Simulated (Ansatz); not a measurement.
Reaction (atomization): `C[CH2][Sn]([F])([F])[F]` → 2 C• + 3 F• + 5 H• + Sn•

Computed with Ansatz on PBE0-D4/def2-TZVP structures; ΔE is electronic, products minus reactants. CCSD(T)/CBS adds triple-zeta CCSD(T) − MP2 to the extrapolated MP2 energy (def2 sets, frozen cores). This one scheme is used for every species, atoms too. For atomizations the MP2-based limit and the directly extrapolated one differ by several kJ/mol either way, and by 10 to 25 for some Ge, Se and Sn compounds, so smaller differences from it don't rank the levels. Functionals use def2-TZVPP. B3LYP here is the variant with VWN-RPA as its local correlation; programs differ in this. Open shells (•) are unrestricted, without spin–orbit coupling. Spin–orbit coupling would lower the free atoms: a little for C, F; strongly for Sn. Elements past krypton have def2 core potentials. For Sn outer-core shells are correlated without core-valence functions, so the limit isn't a true one: a few kJ/mol of doubt a bond, and 10 to 20 or more in all where bonds break to atoms. Each species was taken in one conformer, which may not be the lowest.

CCSD(T)/CBS gives +4126.1 kJ/mol.

(1) Another level gave +4114.0 kJ/mol. Which?
A. B3LYP/def2-TZVPP
B. B97M-V/def2-TZVPP
C. CCSD(T)/def2-TZVPP
D. BLYP-D4/def2-TZVPP

Largest T1 diagnostic among the species: 0.014.

## Answers

(1) B. B97M-V 4114.0, BLYP-D4 4088.3, CCSD(T)/def2-TZVPP 3996.4, B3LYP 4032.6 kJ/mol.

In def2-TZVPP, CCSD(T) changes the Hartree–Fock value by +1044.3 kJ/mol (the triples alone add +68.2 kJ/mol) and MP2 by +1138.7 kJ/mol; breaking electron pairs costs correlation energy, which Hartree–Fock lacks. From BLYP to BHLYP (50 % exact exchange), in def2-TZVPP and without D4, ΔE moves by −148.6 kJ/mol: exact exchange takes away binding that semilocal exchange gives to molecules. Leaving LDA and LC-ωPBE aside and taking each functional with its dispersion term where it has one, the values, not all of them listed here, spread over 257.1 kJ/mol, from BHLYP-D4 to PBE-D4. LDA lies +554.4 kJ/mol from PBE without D4, its usual overbinding.
